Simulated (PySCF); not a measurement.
**Electric field gradients and quadrupole coupling constants**

Compound: tetrahydrothiopyran-4-one, C₅H₈OS.
Structure used (PBE0-D3(BJ)/def2-SVP), in Å, numbered top down from 1:
```
atom  x, y, z in Å
O1     0.3894    1.9675    1.8404
C2     0.2527    1.2761    0.8606
C3    -1.1171    0.8660    0.3558
C4    -1.2555   -0.6394    0.1391
S5    -0.0482   -1.2904   -1.0448
C6     1.4344   -0.7236   -0.1704
C7     1.4421    0.7860    0.0583
H8    -1.8596    1.2318    1.0809
H9    -1.2877    1.3801   -0.6061
H10   -2.2473   -0.8836   -0.2688
H11   -1.1554   -1.1805    1.0948
H12    2.2909   -1.0273   -0.7899
H13    1.5193   -1.2627    0.7880
H14    2.3513    1.1015    0.5918
H15    1.4193    1.2936   -0.9216
```

Field gradients from the PBE0/pcSseg-1 density (PySCF, non-relativistic), principal values in atomic units, ordered |Vxx| ≤ |Vyy| ≤ |Vzz|:

```json
{"atom": "O1", "Vxx": "0.5035", "Vyy": "1.5669", "Vzz": "-2.0704"}
{"atom": "S5", "Vxx": "0.6523", "Vyy": "2.3921", "Vzz": "-3.0444"}
```

**Question.** Find the asymmetry η = (Vxx − Vyy)/Vzz and the couplings χ = eQV/h (234.96 MHz × Q in barn × V in au), with Q(17O) = −0.0256 b, Q(33S) = −0.0678 b.

**Answer.** 
```csv
atom,environment,nucleus,η,χzz (MHz),χxx (MHz),χyy (MHz)
O1,ketone oxygen,17O,0.51,12.45,-3.03,-9.43
S5,sulfide sulfur,33S,0.57,48.50,-10.39,-38.11
```

The tensor is traceless: Vxx + Vyy + Vzz = 0.

**Question.** What is Vzz at O1 in SI units (1 au = 9.71736 × 10²¹ V/m²)?

**Answer.** -2.0704 au = -20.119 × 10²¹ V/m².

**Question.** What couplings would deuterons (Q(2H) = 0.00286 b) have in place of the hydrogens, at this geometry?

**Answer.** 
| atom | bonded to | bond length (Å) | Vzz (au) | η | χzz (kHz) |
| --- | --- | --- | --- | --- | --- |
| H8 | C3 | 1.100 | 0.2854 | 0.02 | 192 |
| H9 | C3 | 1.104 | 0.2810 | 0.03 | 189 |
| H10 | C4 | 1.100 | 0.2878 | 0.04 | 193 |
| H11 | C4 | 1.103 | 0.2812 | 0.01 | 189 |
| H12 | C6 | 1.100 | 0.2879 | 0.04 | 194 |
| H13 | C6 | 1.103 | 0.2812 | 0.01 | 189 |
| H14 | C7 | 1.100 | 0.2855 | 0.02 | 192 |
| H15 | C7 | 1.104 | 0.2811 | 0.03 | 189 |

One conformer (not necessarily the lowest) at the PBE0-D3(BJ)/def2-SVP geometry, without solvent, vibrations or thermal averaging. With so small a basis the couplings can be 20 % off.
